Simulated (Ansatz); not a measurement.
C2H4Si2, SMILES `C#C[Si][SiH3]` (lower singlet) (charge 0, multiplicity 1). This singlet lies 0.71 eV below the relaxed triplet at the level B3LYP/cc-pVTZ // PBE0-D3(BJ)/def2-TZVP (Ansatz, a quantum-chemistry and plane-wave program).

Computed with frozen-core CCSD(T)/cc-pVTZ // PBE0-D3(BJ)/def2-TZVP (Ansatz).

Ansatz 0.2 input:
```yaml
crystal:
  periodic: [false, false, false]
  atoms:
    - { symbol: C, position_ang: [2.242969, 0.739377, 0.421781] }
    - { symbol: C, position_ang: [1.495421, -0.199763, 0.228142] }
    - { symbol: Si, position_ang: [0.491223, -1.697251, -0.042236] }
    - { symbol: Si, position_ang: [-1.468553, -0.338553, -0.26552] }
    - { symbol: H, position_ang: [2.895913, 1.565302, 0.590895] }
    - { symbol: H, position_ang: [-2.706126, -1.126557, -0.524584] }
    - { symbol: H, position_ang: [-1.670408, 0.442888, 0.987994] }
    - { symbol: H, position_ang: [-1.280437, 0.614558, -1.396474] }
basis:
  gaussian: { orbitals: cc-pVTZ }
correlation:
  method: ccsd_t
```

Output:

```
Functional definition: HF
1068 factors; integrals over basis functions are off by at most 1.0e-3 eV
mean field evaluation 1: about -17843.6309 eV, gradient 2.8e1 eV
mean field evaluation 2: about -17843.9511 eV, gradient 2.8e1 eV
mean field evaluation 4: about -17846.8433 eV, gradient 3.5e0 eV
mean field evaluation 8: about -17846.9182 eV, gradient 2.5e-1 eV
mean field evaluation 16: about -17846.9186 eV, gradient 2.6e-6 eV
mean field evaluation 32: about -17843.3465 eV, gradient 4.4e0 eV
mean field evaluation 64: about -17842.4524 eV, gradient 4.6e-4 eV
mean field -17846.91855657 eV, -655.8621598780 hartree, gradient 2.6e-6 eV, S^2 0.000000; 2 other end points of the search recorded, 0 dependent functions left out; unrestricted orbitals would lower it
12 core orbitals not correlated
reference -17846.91855657 eV, -655.8621598780 hartree; 10, 10 occupied and 162, 162 virtual orbitals, 1068 factors
second order -14.23921888 eV of doubles, -0.00000000 eV of singles
cycle   1  -14.75734497 eV  change   -5.2e-1 eV  update   1.1e-1
cycle   2  -15.31859024 eV  change   -5.6e-1 eV  update   3.9e-2
cycle   3  -15.43113316 eV  change   -1.1e-1 eV  update   1.9e-2
cycle   4  -15.42828900 eV  change    2.8e-3 eV  update   6.0e-3
cycle   5  -15.43014164 eV  change   -1.9e-3 eV  update   2.4e-3
cycle   6  -15.42997835 eV  change    1.6e-4 eV  update   9.6e-4
cycle   7  -15.42988783 eV  change    9.1e-5 eV  update   3.5e-4
cycle   8  -15.43000036 eV  change   -1.1e-4 eV  update   1.7e-4
cycle   9  -15.42999515 eV  change    5.2e-6 eV  update   5.6e-5
cycle  10  -15.42996324 eV  change    3.2e-5 eV  update   2.2e-5
cycle  11  -15.42997279 eV  change   -9.6e-6 eV  update   9.3e-6
perturbative correction -0.79399401 eV, -0.0291787416 hartree
Total energy: -17863.14252337 eV, -656.4583796609 hartree
```
